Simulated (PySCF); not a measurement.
PySCF input file for C₂H₅S, SMILES C[CH]S, multiplicity 2, PBE0/pcH-1. Geometry: B3LYP-D3(BJ)/def2-TZVP. The isomer is the one that the SMILES or the coordinates give; other isomers of the formula were not compared. The values are those of a single conformer.

```python
import numpy as np
from pyscf import gto, scf, dft
from pyscf.prop.hfc import uks as hfc
from pyscf.prop.gtensor import uks as gtensor

mol = gto.M(
    atom='''
    C    -1.68360079    0.15552637    0.07521779
    C    -0.39141772   -0.52283437    0.35732195
    S     1.13311675    0.08576223   -0.18338864
    H    -1.96805323    0.08989905   -0.98452375
    H    -2.48905496   -0.29275061    0.65912341
    H    -1.64153649    1.22043250    0.32534880
    H    -0.36058973   -1.56410775    0.64608758
    H     0.77947749    1.37817918   -0.30705615
    ''',
    basis='pcH-1',
    charge=0,
    spin=1,
    max_memory=1600,
    verbose=3,
)
mf = dft.UKS(mol, xc='pbe0').density_fit(auxbasis='def2-universal-jkfit')
mf.grids.level = 3
mf.conv_tol = 1e-10
mf.max_cycle = 100
mf.kernel()
fine, coarse = mf.grids, dft.Grids(mol).set(level=1).build(with_non0tab=True)
for _ in range(3):  # follow internal instabilities
    mf.grids = coarse
    mo, _, stable, _ = mf.stability(return_status=True, nroots=4)
    mf.grids = fine
    if stable:
        break
    mf.kernel(mf.make_rdm1(mo, mf.mo_occ))
A = hfc.HFC(mf).make_fcdip(mf.make_rdm1())  # Fermi contact and dipolar terms, MHz
print('atom   A(iso)/MHz   principal dipolar parts/MHz')
for i, a in enumerate(A):
    w = np.linalg.eigvalsh((a + a.T) / 2)
    print(f'{mol.atom_symbol(i):2s}{i + 1:3d} {w.mean():12.2f}', (w - w.mean()).round(2))
gt = gtensor.GTensor(mf)
gt.dia_soc2e, gt.para_soc2e, gt.so_eff_charge = None, None, True
gt.max_cycle_cphf = 60
g = gt.kernel()
```

Output:

```

WARN: HOMO -0.154646552557139 >= LUMO -0.154646552557168

converged SCF energy = -477.110633283165  <S^2> = 0.75508679  2S+1 = 2.0050803
<class 'pyscf.df.df_jk.DFUKS'> wavefunction is stable in the internal stability analysis
atom   A(iso)/MHz   principal dipolar parts/MHz
C   1       -28.16 [-1.57 -1.14  2.71]
C   2       118.48 [-74.04 -72.69 146.74]
S   3         2.73 [-20.49 -15.37  35.87]
H   4       121.59 [-4.13 -2.99  7.12]
H   5        11.93 [-5.09 -3.79  8.88]
H   6        50.44 [-4.65 -3.98  8.63]
H   7       -61.97 [-34.83  -1.22  36.05]
H   8         4.51 [-3.55 -2.16  5.71]
SOC(1e)/OZ [ 0.00123541  0.00523459 -0.00016902]
free electron g 2.00231930436182
g-tensor total [2.00348813 2.00746757 2.00196705]
g-shift (ppt) [ 1.16882237  5.14826177 -0.3522576 ]
```

The run converged.

Cost: roughly 60 core-seconds.
